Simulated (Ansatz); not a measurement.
Relaxation of Cl₂H₄OSn (8 atoms, charge 0, multiplicity 1), to a largest force component of 0.03 eV/Å in at most 50 steps.

All numbers below come from Ansatz 0.2.0, RKS r2SCAN-D4/def2-SVP.

```xyz
8
Properties=species:S:1:pos:R:3
Sn 0.005 -0.489 -0.382
Cl 0.853 0.416 3.005
H 1.484 0.269 -0.741
H -1.312 0.442 0.165
Cl -0.744 -1.608 -2.326
O 0.387 -1.981 0.855
H -0.076 -2.794 0.605
H 0.729 -0.885 2.733
```

**Question.** Where does it end, and by what steps?

**Answer.** It converged. The force dipped under the threshold on the way, but the program's further checks kept it going. After 12 steps the energy has fallen by 0.166 eV; H8 moved furthest, 0.54 Å.

| step | energy less start (eV) | largest force component (eV/Å) | accepted |
| --- | --- | --- | --- |
| 0 | 0.0000 | 1.048 | yes |
| 1 | -0.1002 | 0.268 | yes |
| 2 | -0.1482 | 0.318 | yes |
| 3 | -0.1549 | 0.281 | yes |
| 4 | -0.1608 | 0.194 | yes |
| 5 | -0.1617 | 0.159 | yes |
| 6 | -0.1615 | 0.243 | no |
| 7 | -0.1629 | 0.023 | yes |
| 8 | -0.1644 | 0.043 | yes |
| 9 | -0.1653 | 0.018 | yes |
| 10 | -0.1654 | 0.077 | yes |
| 11 | -0.1654 | 0.023 | no |
| 12 | -0.1656 | 0.009 | yes |

```xyz
8
Properties=species:S:1:pos:R:3
Sn 0.030 -0.388 -0.286
Cl 0.812 0.217 2.762
H 1.510 0.347 -0.653
H -1.359 0.455 0.207
Cl -0.646 -1.626 -2.186
O 0.453 -1.920 0.978
H -0.127 -2.691 0.881
H 0.653 -1.023 2.211
```

Whether the end is a true minimum wasn't checked by a vibrational analysis.

Run time: 29 s on 4 threads of Arm Neoverse V1, with other jobs on the host, peak memory 0.17 GiB.
